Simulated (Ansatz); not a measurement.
System: sum formula CoBrF (charge 0, quartet). The spin state was set by rule; other spins were not relaxed. 
Coordinates optimised at B3LYP-D3(BJ)/def2-TZVP (Ansatz, a first-principles code):
SMILES: [Br][Co][F]
```xyz
3

Co     0.0000     0.0000    -0.8756
F      0.0000     0.0000    -2.6302
Br     0.0000     0.0000     1.3518
```
Charge 0, spin multiplicity 4.

Total electronic energies in hartree. Correlated levels leave the core frozen unless marked. UHF or UKS for open shells. No spin-orbit coupling. Frozen are the shells of the preceding noble gas and the d and f shells that filled before the atom's block. Non-relativistic. 

The Hartree-Fock reference is unstable (checked in the largest basis), which strains HF and MP2. 

```tsv
level	program	energy (Eh)
PBE/def2-TZVPD	Ansatz	-4056.19544
revPBE-D3(BJ)/def2-TZVPD	Ansatz + dftd3	-4056.56169
r2SCAN/def2-TZVPD	Ansatz	-4056.84359
B3LYP-D3(BJ)/def2-TZVPD	Ansatz + dftd3	-4056.98139
B3LYP/def2-TZVPD	Ansatz	-4056.97790
PBE0-D4/def2-TZVPD	Ansatz + dftd4	-4056.28765
PBE0/def2-TZVPD	Ansatz	-4056.28607
HSE06/def2-TZVPD	Ansatz	-4056.28007
LC-wPBE-D3(BJ)/def2-TZVPD	Ansatz + dftd3	-4056.30094
LC-wPBE/def2-TZVPD	Ansatz	-4056.29899
B2GP-PLYP-D3(BJ)/def2-TZVPD	Ansatz + dftd3	-4055.87240
B2PLYP/def2-TZVPD	Ansatz	-4056.14428
SCS-MP2/STO-3G	Ansatz	-4009.25838
CCSD(T)/6-31G*	Ansatz	-4053.33775
```

Totals of different functionals don't rank their quality; only differences between species are comparable.
